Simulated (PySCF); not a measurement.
M06-L on Cl (chlorine, neutral)

Configuration: [Ne] 3s2 3p5, 2P determinant. Computed with PySCF 2.14 in aug-cc-pV(D+d)Z (5s4p3d, 32 functions), with no relativity, point nucleus.

| Quantity | Value |
| --- | --- |
| Total energy | -460.1364 hartree |
| One-electron energy | -634.9127 hartree |
| Hartree (Coulomb) energy | 202.9700 hartree |
| Exchange-correlation energy | -28.1936 hartree |
| Kinetic energy | 459.30633 hartree |
| ⟨S²⟩ | 0.7534 |
| ⟨L²⟩ | 2.011 |
| Sum of ⟨r⟩ | 15.79 bohr |
| Sum of ⟨r²⟩ | 27.50 bohr² |
| Traceless quadrupole moment −½Σ⟨3z² − r²⟩ along its main axis | 1.71 e·bohr² |
| Density at the nucleus (Gaussians lack the cusp) | 3130 bohr⁻³ |
| Spin density at the nucleus | 0.179 bohr⁻³ |
| Langevin diamagnetic susceptibility | -21.8 ×10⁻⁶ cm³/mol |
| Time after the integrals | 0.32 s of wall time on 1 thread of Neoverse-V2 (shared host) |

| shell | electrons | mean orbital energy (hartree) | spread (hartree) | rms radius, mean of both spins (bohr) |
| --- | --- | --- | --- | --- |
| 1s α | 1 | -101.25147 | 0 | 0.106 |
| 1s β | 1 | -101.24420 | 0 | 0.106 |
| 2s α | 1 | -9.46621 | 0 | 0.483 |
| 2s β | 1 | -9.46259 | 0 | 0.483 |
| 2p α | 3 | -7.16985 | 0.02361 | 0.453 |
| 2p β | 3 | -7.16195 | 0.01162 | 0.453 |
| 3s α | 1 | -0.82068 | 0 | 1.67 |
| 3s β | 1 | -0.75619 | 0 | 1.67 |
| 3p α | 3 | -0.34901 | 0.04912 | 2.01 |
| 3p β | 2 | -0.30634 | 0 | 2.01 |
